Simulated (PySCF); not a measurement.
Coordinates in bohr (charge -1 multiplicity 1):
```
Br    0.0000    0.0000    0.0000
Cl    4.5576    0.0000    0.0000
Cl   -4.5576    0.0000    0.0000
```

Computed with PBE0 in PySCF with Br def2-TZVPD, Cl def2-TZVPD; no relativity; density-fitted integrals.

This geometry of BrCl₂⁻ is a stationary point at this level.

Q: What is the point group?

A: D∞h.

Q: Is it a minimum?

A: Yes: all harmonic wavenumbers are real.

Q: What are the dipole moment and the gap between the highest occupied and lowest empty levels?

A: 0.00 D about the centre of mass and 4.93 eV.

Q: Give the atomic charges and bond orders.

A: 
```tsv
atom	Mulliken	Löwdin	polar tensor	Mayer order to Br1
Br1	0.13	-0.11	0.85	–
Cl2,3	-0.57	-0.44	-0.93	0.51
```

Q: Give the ideal-gas entropy at 298.15 K and 1 bar by parts.

A: translation 171.3, rotation 73.4, vibration 39.5, spin 0.0; total 284.1 J/(mol K).

Only a few start shapes were tried, so a lower isomer may exist. The lowest empty level of this anion is unbound, so it and the gap depend on the basis.
